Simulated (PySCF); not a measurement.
A geometry optimisation on `C[C@@H]1CCCCC[C@H]1C#N`.

Computed with PBE0-D3(BJ)/def2-SVP geometry optimisation, gas phase (PySCF 2.14.0). Start geometry: GFN2-xTB. A driver script takes a list of jobs; this job's settings line and coordinates (Å) are shown.

Input:
```
{"job": {"xc": "PBE0", "basis": "def2-SVP", "d3": "d3bj", "grid": 1, "kind": "geom"}, "charge": 0, "multiplicity": 1}
C      2.614498    -0.248518     0.058518
C      1.099624    -0.136972     0.237915
C      0.389478    -1.368979    -0.334073
C     -0.910326    -1.705778     0.396566
C     -2.084868    -0.792249     0.059555
C     -1.814683     0.693555     0.289420
C     -0.866488     1.287295    -0.752778
C      0.627676     1.192509    -0.393678
C      0.952202     2.257543     0.526755
N      1.193267     3.087712     1.275643
H      3.111286     0.637927     0.449034
H      2.998797    -1.115781     0.590647
H      2.869328    -0.352598    -0.995208
H      0.893294    -0.098234     1.313720
H      0.202171    -1.242999    -1.401563
H      1.063654    -2.221858    -0.223859
H     -1.196472    -2.730968     0.149410
H     -0.725487    -1.671332     1.473030
H     -2.937586    -1.093627     0.672433
H     -2.368452    -0.939187    -0.985914
H     -1.421457     0.856886     1.294160
H     -2.768350     1.222825     0.226121
H     -1.100932     2.346085    -0.894209
H     -1.034770     0.791267    -1.710838
H      1.203660     1.369622    -1.311673
```

Task: What does the run print?

Result: 
```
step   0  E = -405.97531449  max force = 0.026634
step   1  E = -405.97834290  max force = 0.002332
step   2  E = -405.97838623  max force = 0.000452
step   3  E = -405.97839215  max force = 0.000262
optimisation converged
```

Energies in Eh; «max force» is the largest Cartesian gradient component in Eh/bohr.

Task: How much energy does the optimisation release, in eV?

Result: E(step 0) − E(last step) = 0.003078 Eh, which is 0.084 eV.

Task: Give the first gradient maximum in eV/Å.

Result: With 1 Eh/bohr = 51.422 eV/Å, 1.370 eV/Å.

Summary of the converged run: final energy -405.97839 Eh after 3 steps; dipole 4.06 D.

Task: How long does this job take on an x86-64 server with one thread, shared host?

Result: About 98 s.
Labels such as C1 count atoms from 1, the log's own numbers from 0.
